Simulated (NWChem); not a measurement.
A series in which one site is exchanged, each optimised at PBE0/def2-SVP with NWChem, gas phase unless a solvent is named. For some, no frequency run checked for a minimum. def2 effective core potentials on I; no spin-orbit coupling.

A: FB(F)I (BIF2; site = F)
B: FB(Cl)I (BIClF; site = Cl)
C: FB(I)I (BI₂F; site = I)
D: FBI (BHIF; site = H)

Question: Rank them by static polarisability, CAM-B3LYP/def2-SVPD (bohr³), lowest first.

Answer: A (47.5), D (49.3), B (61.5), C (83.2)
